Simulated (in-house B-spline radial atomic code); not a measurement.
A fraction x of an electron is removed from 3p in the vanadium ion V³⁺, starting from [Ar] 3d2 and keeping the highest spin. Level of theory: scalar-relativistic (X2C) BLYP, spin-polarised, spherical fractional occupations, Fermi nucleus of rms radius 3.6002 fm; calculated with a B-spline radial code for spherical atoms.

| x | E(x) - E(0) (eV) | 3p down level (eV) |
| --- | --- | --- |
| 0 | 0.0000 | -75.828 |
| 0.07 | 5.3525 | -77.102 |
| 0.16 | 12.3657 | -78.750 |
| 0.37 | 29.3107 | -82.641 |
| 0.42 | ? | ? |
| 0.5 | 40.2123 | -85.079 |
| 0.62 | 50.5578 | -87.349 |
| 0.74 | 61.1767 | -89.636 |
| 0.8 | 66.5893 | -90.786 |
| 0.9 | ? | ? |
| 1 | 85.1319 | -94.648 |

Question: What belongs in the row x = 0.42?

Answer: An energy change of 33.4661 eV; 3p down at -83.576 eV.

Question: What belongs in the row x = 0.9?

Answer: An energy change of 75.7641 eV; 3p down at -92.711 eV.

Question: Check Janak's theorem between x = 0.07 and 0.16.

Answer: The slope of the energy is 77.92 eV; the orbital levels give 77.93 eV (-ε of the emptying orbital, averaged over the two points).
